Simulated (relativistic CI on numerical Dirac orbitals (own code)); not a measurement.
## Cl7+: sensitivity of the levels to the model

Base calculation: Dirac-Coulomb-Breit CI, orbitals from a KLI potential per configuration, model QED, unscaled Slater integrals.

Configurations in the expansion (outside the closed core 1s2): 2s2 2p6, 2s2 2p5 3s, 2s2 2p5 3p, 2s2 2p5 3d, 2s 2p6 3s, 2s2 2p5 4s, 2s2 2p5 4p, 2s 2p6 3p, 2s2 2p5 4d, 2s2 2p5 4f, 2s 2p6 3d, 2s2 2p5 5s, 2s2 2p5 5p, 2s2 2p5 5d, 2s2 2p4 3s2, 2s2 2p5 5f, 2s2 2p5 5g, 2s2 2p4 3s 3p, 2s2 2p4 3p2, 2s 2p6 4s, 2s2 2p4 3s 3d, 2s 2p6 4p, 2s 2p6 4d, 2s2 2p4 3p 3d, 2s 2p6 4f, 2s 2p5 3s2, 2s 2p6 5s, 2s2 2p4 3d2, 2s 2p6 5p, 2s 2p5 3s 3p, 2s 2p6 5d, 2s 2p6 5f, 2s 2p6 5g, 2s 2p5 3p2, 2s 2p5 3s 3d. Levels of other configurations are missing.

The lowest level and the first level of each name with at least 55 % of one term (blank where a level has no safe partner in the second run):

```csv
Level,Base (cm⁻¹),Shift (cm⁻¹)
2s2 2p6 1S_0,0,0
2s2 2p5 3s 3P°_2,1675744,+6713
2s2 2p5 3s 3P°_1,1681310,+1147
2s2 2p5 3s 3P°_0,1689221,-6764
2s2 2p5 3s 1P°_1,1696490,-1239
2s2 2p5 3p 3S_1,1785456,+815
2s2 2p5 3p 3D_3,1804661,+3475
2s2 2p5 3p 3D_2,1805866,+2270
2s2 2p5 3p 3D_1,1810641,-2505
2s2 2p5 3p 3P_2,1815487,
2s2 2p5 3p 3P_0,1823514,-3641
2s2 2p5 3p 3P_1,1826079,-6207
2s2 2p5 3p 1S_0,1897717,-1060
2s2 2p5 3d 3P°_0,1964624,+3279
2s2 2p5 3d 3P°_1,1966200,+1704
2s2 2p5 3d 3P°_2,1969507,-1604
2s2 2p5 3d 3F°_4,1973075,+3326
2s2 2p5 3d 3F°_3,1975698,+703
2s2 2p5 3d 3F°_2,1979991,-3590
2s2 2p5 3d 3D°_1,1992069,-2697
2s2 2p5 3d 3D°_2,1994682,-5310
2s2 2p5 3d 1P°_1,2019915,-2311
```

At this charge configurations can still be misplaced by up to about 7 % of their energy.

One thing was changed in a second run, which moved the levels as shown. Which?
A. configuration mixing switched off
B. QED terms removed
C. one mean potential for all configurations
D. P86 correlation estimate
E. Breit term removed
F. non-relativistic limit

F. Non-relativistic limit. Without relativity the fine structure collapses and s electrons lose their extra binding.

LS names give the leading component of a level, which can be under half, so a name can repeat, a term be missing and a line seem to break the LS rules.
